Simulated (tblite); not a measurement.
Species: C5H6F3O (charge -1).
SMILES with atom numbers: `[CH2-:1]/[C:2]([CH3:3])=[CH:4]\[O:5][C:6]([F:7])([F:8])[F:9]` (hydrogens: H10, H11 on C1; H12, H13, H14 on C3; H15 on C4)
Bond orders are those of one Lewis drawing.

Computed with GFN2-xTB (tblite), gas phase: L-BFGS steps from a force-field or distance-geometry start until the largest atomic force falls under 0.01 eV/Å.

The end geometry, which sets the zero of energy:
```
atom  x, y, z in Å
C1     -0.7241   -1.5410    0.3596
C2     -0.8063   -0.2469   -0.0210
C3     -1.7489    0.1267   -1.1454
C4     -0.2288    0.8733    0.6280
O5      0.9388    0.5710    1.5275
C6      2.0561    0.5049    0.9402
F7      3.0499    0.0879    1.7881
F8      2.5566    1.7101    0.4679
F9      2.1895   -0.3063   -0.1406
H10    -1.3140   -2.3143   -0.1118
H11    -0.0592   -1.8591    1.1461
H12    -1.1837    0.4039   -2.0384
H13    -2.4004   -0.7090   -1.3998
H14    -2.3642    0.9805   -0.8621
H15     0.0342    1.7264    0.0003
```

**Question.** These geometries come from the run, each turned onto the end geometry. Order them by energy, lowest first.
A.
```
atom  x, y, z in Å
C1     -0.8131   -1.5858    0.3327
C2     -0.8271   -0.2893   -0.0562
C3     -1.7925    0.1340   -1.1490
C4     -0.1793    0.8019    0.5707
O5      0.9938    0.4858    1.4609
C6      2.1522    0.5445    0.9645
F7      3.1184    0.2574    1.8939
F8      2.5625    1.7833    0.4976
F9      2.4747   -0.2719   -0.0862
H10    -1.4921   -2.3227   -0.0823
H11    -0.1537   -1.9249    1.1177
H12    -1.2546    0.4525   -2.0462
H13    -2.4500   -0.6915   -1.4222
H14    -2.4027    0.9705   -0.8076
H15     0.0590    1.6643   -0.0496
```
B.
```
atom  x, y, z in Å
C1     -0.8003   -1.6300    0.3912
C2     -0.8504   -0.2563   -0.1121
C3     -1.7907    0.1858   -1.1587
C4     -0.0225    0.6782    0.3594
O5      0.9219    0.3845    1.3700
C6      2.2715    0.5262    0.9123
F7      3.0669    0.2217    1.9845
F8      2.3913    1.8685    0.5236
F9      2.4704   -0.3583   -0.1298
H10    -1.4113   -2.4227   -0.0163
H11    -0.1264   -1.8148    1.2270
H12    -1.1748    0.5201   -2.0126
H13    -2.5102   -0.6343   -1.4541
H14    -2.3441    1.0402   -0.7056
H15    -0.0956    1.6992   -0.0402
```
C.
```
atom  x, y, z in Å
C1     -0.8359   -1.6068    0.3747
C2     -0.8299   -0.3203   -0.0835
C3     -1.8067    0.1353   -1.1693
C4     -0.1139    0.7449    0.4834
O5      0.9998    0.4835    1.4453
C6      2.1684    0.5476    0.9631
F7      3.1046    0.2648    1.9221
F8      2.5678    1.7867    0.4885
F9      2.4866   -0.2566   -0.0895
H10    -1.4659   -2.3879   -0.0344
H11    -0.1467   -1.9175    1.1503
H12    -1.2768    0.4852   -2.0616
H13    -2.5034   -0.6492   -1.4785
H14    -2.3899    0.9828   -0.8023
H15     0.0372    1.7155    0.0302
```
D.
```
atom  x, y, z in Å
C1     -0.8101   -1.6066    0.3835
C2     -0.8407   -0.3307   -0.0923
C3     -1.7926    0.1663   -1.1497
C4     -0.0458    0.6993    0.3555
O5      0.9648    0.4095    1.3988
C6      2.1451    0.5137    0.9418
F7      3.0710    0.2530    1.9101
F8      2.4602    1.7879    0.5214
F9      2.5162   -0.2836   -0.0907
H10    -1.4061   -2.4071   -0.0085
H11    -0.1440   -1.8263    1.1973
H12    -1.2160    0.5136   -2.0082
H13    -2.4931   -0.6051   -1.4584
H14    -2.3453    1.0173   -0.7439
H15    -0.0681    1.7070   -0.0179
```
E.
```
atom  x, y, z in Å
C1     -0.7971   -1.5724    0.3468
C2     -0.8179   -0.2787   -0.0440
C3     -1.7791    0.1341   -1.1384
C4     -0.1781    0.8241    0.5703
O5      0.9696    0.4999    1.4978
C6      2.1137    0.5388    0.9656
F7      3.1068    0.2317    1.8612
F8      2.5176    1.7745    0.4915
F9      2.3672   -0.2788   -0.0956
H10    -1.4420   -2.3127   -0.1032
H11    -0.1276   -1.9280    1.1112
H12    -1.2334    0.4438   -2.0319
H13    -2.4355   -0.6916   -1.4071
H14    -2.3930    0.9725   -0.8107
H15     0.1243    1.6509   -0.0747
```

**Answer.** E (0.013 eV), A (0.030 eV), C (0.103 eV), D (0.218 eV), B (1.450 eV).

In the order of the answer:

```tsv
step	E above end (eV)	largest force (eV/Å)	rms force component (eV/Å)	rms distance from end (Å)	rms bond change (Å)	bond most changed (Å)
30	0.013	0.08	0.027	0.102	0.003	C4–O5 +0.006
17	0.030	0.15	0.052	0.131	0.004	C6–F9 +0.011
10	0.103	0.32	0.109	0.154	0.008	C2–C3 +0.016
4	0.218	0.39	0.147	0.181	0.015	C2=C4 -0.042
0	1.450	6.19	1.542	0.202	0.066	O5–C6 +0.168
```

The cost below is that of the whole relaxation. Time: 1.1 s wall. Hardware: one thread of an Intel Xeon at 2.50 GHz, shared host.
